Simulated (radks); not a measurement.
The bismuth anion Bi3-, [Rn], held by a Watson sphere: a shell of charge +3 at radius R that stands for the Madelung well of a crystal (potential energy -3/R inside, -3/r outside, in hartree with lengths in bohr). All-electron calculation, scalar-relativistic Kohn-Sham, LB94 model potential, spin-unpolarised, spherical densities, point nucleus. Program: a radial shooting solver on a logarithmic mesh with Libxc functionals. Response by self-consistent Sternheimer equations with the Hartree and adiabatic LDA kernel, the relativistic mass of each level held fixed and spin-orbit coupling left out. The sphere does not respond.

R (bohr) = 3.5: e(5d) (eV) -30.650; e(6s) (eV) -18.158; e(6p) (eV) -8.761; <r> 6p (bohr) 3.194; sum of <r^2> (bohr^2) 113.8; X-ray form factor at sin(theta)/lambda = 0.3 1/angstrom 62.433; alpha (bohr^3) 92.29
R (bohr) = 4.22: e(5d) (eV) -29.456; e(6s) (eV) -16.661; e(6p) (eV) -7.375; <r> 6p (bohr) 3.442; sum of <r^2> (bohr^2) 126.4; X-ray form factor at sin(theta)/lambda = 0.3 1/angstrom 62.473; alpha (bohr^3) 141.3
R (bohr) = 4.33: e(5d) (eV) -29.303; e(6s) (eV) -16.474; e(6p) (eV) -7.185; <r> 6p (bohr) 3.478; sum of <r^2> (bohr^2) 128.3; X-ray form factor at sin(theta)/lambda = 0.3 1/angstrom 62.475; alpha (bohr^3) 150.4
R (bohr) = 4.8: e(5d) (eV) -28.708; e(6s) (eV) -15.769; e(6p) (eV) -6.435; <r> 6p (bohr) 3.623; sum of <r^2> (bohr^2) 136.6; X-ray form factor at sin(theta)/lambda = 0.3 1/angstrom 62.479; alpha (bohr^3) 195.3
R (bohr) = 5.29: e(5d) (eV) -28.172; e(6s) (eV) -15.159; e(6p) (eV) -5.753; <r> 6p (bohr) 3.762; sum of <r^2> (bohr^2) 145.3; X-ray form factor at sin(theta)/lambda = 0.3 1/angstrom 62.480; alpha (bohr^3) 253.8
